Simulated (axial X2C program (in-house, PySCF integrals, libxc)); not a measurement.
# Low determinants of PdSi⁺ at the PBE0 level, two-component

Computed with an in-house relativistic program for diatomic molecules. Two-component (2c) means X2C with spin–orbit coupling and atomic mean-field two-electron Coulomb and Gaunt terms. Basis: Pd dyall-cv3z [12s12p8d5f3g], Si dyall-v3z [8s7p2d1f] (cores contracted in-house); Gaussian nuclei, density fitting, unrestricted open shells. Masses: Pd 105.903 u, Si 27.977 u.

Search at 2.103 Å (vertical energies from the lowest determinant):

```
ΔE (eV)    state  electrons beyond evenly filled partner blocks  electrons in ±ω = 1/2, 3/2, 5/2, 7/2
   0.00  Ω = 1/2                                        ω = 1/2                             39 16 4 0
   0.95  Ω = 3/2                                        ω = 3/2                             38 17 4 0
   2.01  Ω = 5/2                                        ω = 5/2                             40 16 3 0
   2.33  Ω = 3/2                                        ω = 3/2                             40 15 4 0
   2.51  Ω = 9/2                      ω = 1/2, ω = 3/2, ω = 5/2                             39 17 3 0
   2.72  Ω = 7/2                           2 × ω = 1/2, ω = 5/2                             40 16 3 0
   2.74  Ω = 1/2                    ω = -1/2, ω = -3/2, ω = 5/2                             39 17 3 0
```

Lowest determinant, Ω = 1/2 (⟨Sz⟩ = 0.50, ⟨Lz⟩ = 0.00 at PBE0): Re = 2.100 Å, ωe = 461.7 cm⁻¹.

The determinant in row 2 of the search, Ω = 3/2 (⟨Sz⟩ = 0.50, ⟨Lz⟩ = 1.00 at PBE0), was followed along the bond at PBE0; measured from the minimum of the lowest determinant it gives:

Te = 0.929 eV (7496 cm⁻¹), Re = 2.160 Å, ωe = 382.2 cm⁻¹.

(1) Compare the bond of the determinant in row 2 with that of the lowest one.

The search compares states at one distance, so a state with another bond length can lie lower; it is not exhaustive and yields mostly the lowest determinant of each block pattern, so other components and higher states of one pattern are missing. These are energies of single determinants, not of spin-adapted states; PBE0 term energies can be off by some tenths of an eV, and the functional has no current term.

Answers

(1) At PBE0 its Re is 0.060 Å longer and its force constant, which goes as ωe², is 0.69 times that of the lowest determinant. T0 ≈ Te + Δωe/2 = 7496 + (-40) = 7456 cm⁻¹.
